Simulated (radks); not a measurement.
Question: All-electron atom: Zr V in [Ar] 3d10 4s1 4p6 5p1 (not the ground configuration). Calculated with a radial shooting solver on a logarithmic mesh with Libxc functionals: scalar-relativistic Kohn-Sham, PBE, spin-unpolarised, spherical densities, point nucleus. Some entries of the table are withheld. Estimate them.

orbital  occ.  eigenvalue (eV)  <r> (bohr)  <r^2> (bohr^2)
1s          2        -17879.57         (1)        0.001853
2s          2        -2524.260      0.1626         0.03117
2p          6        -2256.873         (2)         0.02455
3s          2        -458.3741         (3)          0.2405
3p          6              (4)      0.4615          0.2482
3d         10        -228.3165      0.4511          0.2459
4s          1        -103.4573       1.170           1.544
4p          6         -80.0840       1.284             (5)
5p          1         -30.1349       2.955           9.749

Answer: 
(1) 1s <r> (bohr): 0.03707
(2) 2p <r> (bohr): 0.1417
(3) 3s <r> (bohr): 0.4581
(4) 3p eigenvalue (eV): -371.2399
(5) 4p <r^2> (bohr^2): 1.871
